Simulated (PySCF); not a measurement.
Isomers of C8H9Cl, from PBE0-D3(BJ)/def2-SVP geometry optimisation, gas phase (PySCF). One conformer each, no zero-point energy, no frequencies.

Question: Which is lowest in electronic energy at this level?
A. `[CH:1]#[C:2][C@:3]1([CH2:4][Cl:5])[CH:6]=[CH:7][CH2:8][CH2:9]1` with C2–C3–C4–Cl5 60°, C2–C3–C6–C7 -138°, C6–C7–C8–C9 14°, C7–C8–C9–C3 -23°, C2–C3–C9–C8 145°: A = 1909, B = 1130, C = 872.3 MHz, dipole 2.12 D
B. `[Cl:1][CH2:2][C@H:3]1[C@H:4]2[CH:5]=[CH:6][C@@H:7]1[CH:8]=[CH:9]2` with Cl1–C2–C3–C4 -173°: A = 2986, B = 955.2, C = 922.0 MHz, dipole 1.92 D
C. `[CH3:1][CH2:2][c:3]1[cH:4][cH:5][c:6]([Cl:7])[cH:8][cH:9]1` with C1–C2–C3–C4 89°: A = 4381, B = 666.7, C = 612.1 MHz, dipole 2.03 D

Answer: C. That is `CCC1=CC=C(Cl)C=C1` (1-chloro-4-ethylbenzene), 47.9 kcal/mol below the next.

```json
{"SMILES": "CCc1ccc(Cl)cc1", "mapped SMILES": "[CH3:1][CH2:2][c:3]1[cH:4][cH:5][c:6]([Cl:7])[cH:8][cH:9]1", "E (Eh)": "-769.60604", "relative (kcal/mol)": "0.0", "relative (kJ/mol)": "0.0", "dipole (D)": "2.03"}
{"SMILES": "ClC[C@H]1[C@H]2C=C[C@@H]1C=C2", "mapped SMILES": "[Cl:1][CH2:2][C@H:3]1[C@H:4]2[CH:5]=[CH:6][C@@H:7]1[CH:8]=[CH:9]2", "E (Eh)": "-769.52966", "relative (kcal/mol)": "47.9", "relative (kJ/mol)": "200.5", "dipole (D)": "1.92"}
{"SMILES": "C#C[C@]1(CCl)C=CCC1", "mapped SMILES": "[CH:1]#[C:2][C@:3]1([CH2:4][Cl:5])[CH:6]=[CH:7][CH2:8][CH2:9]1", "E (Eh)": "-769.50143", "relative (kcal/mol)": "65.6", "relative (kJ/mol)": "274.6", "dipole (D)": "2.12"}
```

As drawn, the lowest has an aromatic ring, which the highest lacks; the highest has a C≡C bond, a C=C bond outside aromatic rings and a quaternary carbon, which the lowest lacks.
